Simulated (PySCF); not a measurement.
C6H12OSi3, SMILES [SiH3]O[SiH2][SiH2]c1ccccc1 (GFN2-xTB optimised geometry):

```
22

Si    -3.373     0.388    -2.124
O     -2.547    -0.991    -2.265
Si    -1.435    -2.169    -2.110
Si    -0.391    -1.932    -0.064
C      0.610    -0.327     0.000
C     -0.041     0.904    -0.004
C      0.668     2.090    -0.005
C      2.054     2.069    -0.003
C      2.720     0.855     0.000
C      2.002    -0.327     0.000
H     -4.505     0.260    -3.036
H     -2.476     1.483    -2.491
H     -3.800     0.493    -0.727
H     -0.569    -2.013    -3.286
H     -2.221    -3.397    -2.275
H      0.549    -3.035     0.202
H     -1.309    -1.897     1.090
H     -1.122     0.931    -0.007
H      0.142     3.035    -0.008
H      2.611     2.995    -0.004
H      3.800     0.832     0.002
H      2.528    -1.271     0.003
```

Calculation: PBE/def2-SVP (PySCF 2.14.0).

Question: What are the frontier orbital energies and the dipole moment?

Answer: HOMO-2 -6.80 eV, HOMO-1 -6.43 eV, HOMO -6.17 eV, LUMO -1.47 eV, LUMO+1 -1.30 eV; dipole moment 1.02 D.

Meta-Löwdin charges at PBE/def2-SVP: Si1 0.71, O2 -0.77, Si3 0.61, Si4 0.29, C5 -0.19, C6 -0.10, C7 -0.10, C8 -0.10, C9 -0.10, C10 -0.10, H11 -0.10, H12 -0.11, H13 -0.11, H14 -0.10, H15 -0.10, H16 -0.08, H17 -0.07, H18 0.10, H19 0.11, H20 0.11, H21 0.11, H22 0.10.
